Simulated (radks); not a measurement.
All-electron atom: C2+ in [He] 2s1 7s1 (not the ground configuration).

Method: non-relativistic Kohn-Sham, PBE, spin-polarised, spherical densities, point nucleus; open shells are filled with parallel spins first; computed with a radial shooting solver on a logarithmic mesh with Libxc functionals.

Energy parts (hartree):
| part | energy |
|---|---|
| total | -34.84302 |
| kinetic | 34.78766 |
| electron-nucleus | -75.20725 |
| Hartree | 9.55923 |
| exchange-correlation | -3.98267 |

Orbitals (lengths in bohr, moments of r in powers of bohr; <r^-3> diverges for s and p1/2; r(90%) holds 90 % of the orbital's charge):
orbital  occ.  eigenvalue (hartree)  <r^-3>  r(90%)
1s up       1             -12.13587       -   0.483
1s down     1             -12.09519       -   0.483
2s up       1              -2.05642       -    1.95
7s up       1              -0.09984       -    27.8

The highest occupied level is 7s up at -2.717 eV. Spin moment in Bohr magnetons: 2.
